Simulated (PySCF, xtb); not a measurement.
MoF5, SMILES [F][Mo]([F])([F])([F])[F] (connectivity only; charge and spin as stated), neutral, multiplicity 2.

Harmonic wavenumbers (cm⁻¹) from GFN2-xTB run with xtb at its own minimum, in rising order: 95, 98, 222, 269, 282, 350, 356, 393, 452, 535, 596, 637.

**Question.** What does PBE-D3(BJ)/def2-SVP in PySCF give at its own minimum? (Estimate from the structure and the level; the computed values follow.)

**Answer.** 87, 103, 191, 196, 207, 224, 282, 626, 662, 694, 704, 757. Paired by order, the mean absolute difference is 102 cm⁻¹ and the zero-point energies are 6.1 and 6.8 kcal/mol.
